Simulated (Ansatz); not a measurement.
disilazane anion (H7NSi2), SMILES N([SiH3])[SiH3] (connectivity only; charge and spin as stated), charge -1, multiplicity 2.

Geometry: PBE0-D3(BJ)/def2-SVPD. The multiplicity is an assumed one; other spin states were not compared.

Two levels are set side by side: PBE/def2-SVPD (Ansatz, a quantum-chemistry and plane-wave program) and CAM-B3LYP/def2-SVPD (Ansatz). Energy differences of separate SCF runs at the same geometry; the states with an electron removed or added have multiplicity 1. Differences are taken from unrounded values.

```json
[
 {"quantity": "vertical ionisation energy (eV)", "PBE": "0.59"}
]
```

Question: These are the PBE values. What does CAM-B3LYP give? (Estimate from the structure and the level; the computed values follow.)

Answer: 
| quantity | CAM-B3LYP | PBE minus CAM-B3LYP |
|---|---|---|
| vertical ionisation energy (eV) | 0.55 | 0.05 |
